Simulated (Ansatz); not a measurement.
Cost and result for the atomization energy of CH5SSn (`C[S][SnH2]`) radical (8 atoms, 7 bonds).

Total charge 0; spin multiplicity 2. Correlated methods include outer-core shells of Sn, which these sets cover unevenly. Sn: def2 effective core potential. The structure was optimised at the PBE0-D4/def2-TZVP level. Program: Ansatz. All runs use 4 threads of a server CPU on a shared host. Times are those of one run each, without the atoms' runs, and a repeat can differ threefold. Electronic energies, without spin–orbit coupling; frozen cores. CCSD(T)/CBS adds CCSD(T) − MP2 in def2-TZVPP to the MP2 limit, and its time is that of the two runs behind it. T1 = 0.016; ⟨S²⟩ of the reference is 0.76. With those shells the extrapolation isn't a true limit. HSE06 is the plane-wave form, built on full-range PBE exchange.

CCSD(T)/CBS is a level of theory with its own doubt, some kJ/mol a heavy atom from the limit and from the frozen cores, so smaller differences don't rank the functionals.

| level | functions | wall time | atomization (kJ/mol) | difference from CCSD(T)/CBS | per bond |
| --- | --- | --- | --- | --- | --- |
| BLYP-D4/def2-TZVPP | 193 | 2.9 s | 2327.7 | -15.5 | -2.2 |
| PBE-D4/def2-TZVPP (with forces) | 193 | 3.1 s | 2368.9 | 25.7 | 3.7 |
| HSE06-D4/def2-TZVPP | 193 | 3.8 s | 2339.2 | -4.0 | -0.6 |
| PBE0-D4/def2-TZVPP | 193 | 3.8 s | 2338.2 | -5.0 | -0.7 |
| BHLYP-D4/def2-TZVPP | 193 | 5.5 s | 2285.0 | -58.2 | -8.3 |
| r2SCAN-D4/def2-TZVPP (with forces) | 193 | 6.5 s | 2352.7 | 9.5 | 1.4 |
| PBE-QIDH/def2-TZVPP | 193 | 8 s | 2313.1 | -30.1 | -4.3 |
| B97M-V/def2-TZVPP | 193 | 11 s | 2379.1 | 35.9 | 5.1 |
| CCSD(T)/def2-SVP | 83 | 12 s | 2174.7 | -168.5 | -24.1 |
| ωB97X-V/def2-TZVPP | 193 | 16 s | 2352.8 | 9.6 | 1.4 |
| MP2/def2-QZVPP | 359 | 17 s | 2300.6 | -42.6 | -6.1 |
| CCSD(T)/def2-TZVPP | 193 | 3.9 min | 2279.3 | -63.9 | -9.1 |
| CCSD(T)/CBS(def2) | – | 4.1 min | 2343.2 | 0.0 | 0.0 |

From PBE to PBE0 (25 % exact exchange), in def2-TZVPP and without D4, the atomization energy moves by −28.2 kJ/mol: exact exchange takes away binding that semilocal exchange gives to molecules. In def2-TZVPP, CCSD(T) changes the Hartree–Fock value by +595.1 kJ/mol (the triples alone add +35.0 kJ/mol) and MP2 by +578.4 kJ/mol; breaking electron pairs costs correlation energy, which Hartree–Fock lacks. At CCSD(T), def2-SVP lies −168.5 kJ/mol from the extrapolated value and def2-TZVPP −63.9 kJ/mol: correlation converges slowly with the basis, and small sets miss more of it in the bonded molecule than in its fragments.

Spin–orbit coupling would lower the free Sn atoms strongly, and the atomization energy with them, by more than many differences here. For some Ge, Se and Sn compounds the MP2-based and the directly extrapolated limit differ by 10 to 25 kJ/mol.
